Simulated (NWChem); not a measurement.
System: BeHF; SMILES [BeH][F]

```xyz
3

Be     0.0000     0.0000    -0.7768
H      0.0000     0.0000    -2.1150
F      0.0000     0.0000     0.6242
```
Atoms are numbered in this order, from 1.

Level: PBE-D3(BJ)/def2-SVP (NWChem), optimised geometry, unscaled harmonic frequencies. 

Question: List the harmonic frequencies with IR intensities, and the thermochemistry.

Answer: 
```json
[
 {"frequency (cm⁻¹)": "509", "IR intensity (km/mol)": "180.3"},
 {"frequency (cm⁻¹)": "509", "IR intensity (km/mol)": "180.3"},
 {"frequency (cm⁻¹)": "1158", "IR intensity (km/mol)": "50.5"},
 {"frequency (cm⁻¹)": "2172", "IR intensity (km/mol)": "72.9"}
]
```

The zero-point energy is 6.2 kcal/mol, the thermal correction to the enthalpy at 298.15 K (with zero-point energy) is 8.6 kcal/mol and the heat capacity Cv is 7.7 cal/(mol K). The entropy at 298.15 K and 1 atm (symmetry number 1) is 49.9 cal/(mol K) and the dipole moment comes out as 0.62 D.

Rigid rotor and harmonic oscillator.
